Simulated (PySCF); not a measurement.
## Electron correlation in Ne (neon, neutral)

[Ne], closed-shell 1S. Calculation: PySCF 2.14, in x2c-QZVPPall (7s4p3d2f1g, 57 functions); the spin-free X2C one-electron Hamiltonian (Gaussian nucleus). Frozen: nothing; 10 electrons correlated.

```csv
level,correlation energy (mhartree)
CCSD,-315.63
(T),-5.48
CCSD(T),-321.11
```

Diagnostics: T1 = 0.0057, D1 = 0.0101, largest double amplitude 0.023.

Cost of the coupled-cluster step: roughly 1.3 core-seconds, for 10 correlated electrons.

Iterations:

```
CC2 = 0
CCSD nocc = 5, nmo = 57
frozen orbitals []
max_cycle = 100
direct = 0
conv_tol = 1e-08
conv_tol_normt = 1e-06
diis_space = 8
diis_start_cycle = 0
Init t2, MP2 energy = -128.998543322423  E_corr(MP2) -0.31404240199744
Init E_corr(CCSD) = -0.314042402072905
cycle = 1  E_corr(CCSD) = -0.312302590571847  dE = 0.0017398115  norm(t1,t2) = 0.0198968
cycle = 2  E_corr(CCSD) = -0.315490712366664  dE = -0.00318812179  norm(t1,t2) = 0.00499367
cycle = 3  E_corr(CCSD) = -0.315464230470143  dE = 2.64818965e-05  norm(t1,t2) = 0.00200154
cycle = 4  E_corr(CCSD) = -0.315634549630327  dE = -0.00017031916  norm(t1,t2) = 0.000543612
cycle = 5  E_corr(CCSD) = -0.315638779460744  dE = -4.22983042e-06  norm(t1,t2) = 4.80628e-05
cycle = 6  E_corr(CCSD) = -0.315633769032459  dE = 5.01042829e-06  norm(t1,t2) = 8.29143e-06
cycle = 7  E_corr(CCSD) = -0.315633951882862  dE = -1.82850403e-07  norm(t1,t2) = 1.47867e-06
cycle = 8  E_corr(CCSD) = -0.315633972152477  dE = -2.02696145e-08  norm(t1,t2) = 2.39355e-07
cycle = 9  E_corr(CCSD) = -0.315633965058439  dE = 7.09403752e-09  norm(t1,t2) = 3.45763e-08
CCSD converged
E(CCSD) = -129.0001348854842  E_corr = -0.3156339650584391
CCSD(T) correction = -0.00548306240491241
```

This basis was not built for core-valence correlation, so the inner-shell part is incomplete.
